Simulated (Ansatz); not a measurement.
C20H13F3O2S2⁻, that is S-phenylthianthrenium trifluoroacetate with one electron more. Charge -1, multiplicity 2. Geometry r2SCAN-D4/def2-SVP, that of the neutral singlet; atoms count from 1.

| atom | x (Å) | y (Å) | z (Å) |
| --- | --- | --- | --- |
| O1 | 3.037 | 0.996 | -0.685 |
| C2 | 2.340 | 1.968 | -0.966 |
| O3 | 1.070 | 2.073 | -0.948 |
| C4 | 3.025 | 3.282 | -1.423 |
| F5 | 2.664 | 3.587 | -2.688 |
| F6 | 2.658 | 4.316 | -0.643 |
| F7 | 4.359 | 3.204 | -1.391 |
| C8 | -3.757 | 1.794 | -0.987 |
| C9 | -3.489 | 0.944 | 0.093 |
| C10 | -2.235 | 0.344 | 0.218 |
| C11 | -1.261 | 0.613 | -0.750 |
| S12 | 0.358 | -0.165 | -0.681 |
| C13 | -0.179 | -1.927 | -0.559 |
| C14 | -1.355 | -2.394 | -1.159 |
| C15 | -1.583 | -3.768 | -1.265 |
| C16 | -0.640 | -4.676 | -0.773 |
| C17 | 0.529 | -4.214 | -0.169 |
| C18 | 0.773 | -2.836 | -0.070 |
| S19 | 2.311 | -2.297 | 0.628 |
| C20 | 1.779 | -0.883 | 1.549 |
| C21 | 2.311 | -0.669 | 2.828 |
| C22 | 1.951 | 0.467 | 3.553 |
| C23 | 1.046 | 1.390 | 3.018 |
| C24 | 0.508 | 1.191 | 1.746 |
| C25 | 0.883 | 0.057 | 1.026 |
| C26 | -1.505 | 1.471 | -1.825 |
| C27 | -2.769 | 2.055 | -1.940 |
| H28 | -4.742 | 2.262 | -1.079 |
| H29 | -4.259 | 0.746 | 0.844 |
| H30 | -2.018 | -0.328 | 1.052 |
| H31 | -2.086 | -1.688 | -1.559 |
| H32 | -2.501 | -4.127 | -1.739 |
| H33 | -0.818 | -5.752 | -0.852 |
| H34 | 1.263 | -4.916 | 0.239 |
| H35 | 3.007 | -1.401 | 3.244 |
| H36 | 2.379 | 0.630 | 4.546 |
| H37 | 0.771 | 2.285 | 3.582 |
| H38 | -0.148 | 1.933 | 1.289 |
| H39 | -0.702 | 1.703 | -2.527 |
| H40 | -2.974 | 2.731 | -2.775 |

Single mean-field runs in def2-TZVP are fitted with def2-universal-jkfit. The highest occupied level of the charge -1 doublet lies above zero (up to 0.72 eV). By energy differences its removal costs 0.53 eV (vertical, to the charge 0 singlet, at PBE0-D4/def2-TZVP); self-interaction error and the lack of diffuse functions both raise the level. In the doublet geometry the species has come apart into loosely held pieces.

Question: Estimate the Mulliken populations of the heavy atoms from the PBE0/def2-TZVP orbitals of Ansatz.

Answer: 
```csv
atom,charge (e),spin (α − β)
O1,-0.44,0.00
C2,0.30,0.00
O3,-0.52,0.00
C4,0.43,0.00
F5,-0.18,0.00
F6,-0.18,0.00
F7,-0.17,0.00
C8,-0.17,0.21
C9,-0.10,-0.08
C10,-0.29,0.23
C11,0.13,0.10
S12,0.24,0.14
C13,0.13,-0.02
C14,-0.23,0.06
C15,-0.16,0.08
C16,-0.11,-0.03
C17,-0.24,0.10
C18,0.02,0.04
S19,-0.09,0.00
C20,0.11,0.03
C21,-0.21,-0.02
C22,-0.11,0.04
C23,-0.14,0.01
C24,-0.13,0.01
C25,0.05,0.07
C26,-0.15,0.01
C27,-0.16,0.06
```
Mulliken values and Mayer orders depend strongly on the basis.

Question: Where does the spin sit?

Answer: Summed by element: O 0.00, C 0.91, F 0.00, S 0.14, H -0.05, of 1 unpaired in all. Largest on single atoms: C10 0.23, C8 0.21, S12 0.14.

Question: And the Mayer bond orders between bonded heavy atoms (over 0.3)?

Answer: O1–C2 1.83 (1.23 Å); C2–O3 1.48 (1.27 Å); C2–C4 0.97 (1.55 Å); C4–F5 1.13 (1.35 Å); C4–F6 1.14 (1.35 Å); C4–F7 1.16 (1.34 Å); C8–C9 1.42 (1.40 Å); C8–C27 1.27 (1.40 Å); C9–C10 1.41 (1.40 Å); C10–C11 1.21 (1.40 Å); C11–S12 1.01 (1.80 Å); C11–C26 1.34 (1.40 Å); S12–C13 0.86 (1.85 Å); S12–C25 0.93 (1.80 Å); C13–C14 1.33 (1.40 Å); C13–C18 1.33 (1.40 Å); C14–C15 1.36 (1.40 Å); C15–C16 1.41 (1.40 Å); C16–C17 1.42 (1.39 Å); C17–C18 1.29 (1.40 Å); C18–S19 1.06 (1.77 Å); S19–C20 1.01 (1.77 Å); C20–C21 1.39 (1.40 Å); C20–C25 1.28 (1.40 Å); C21–C22 1.42 (1.39 Å); C22–C23 1.36 (1.40 Å); C23–C24 1.43 (1.40 Å); C24–C25 1.37 (1.40 Å); C26–C27 1.51 (1.40 Å).
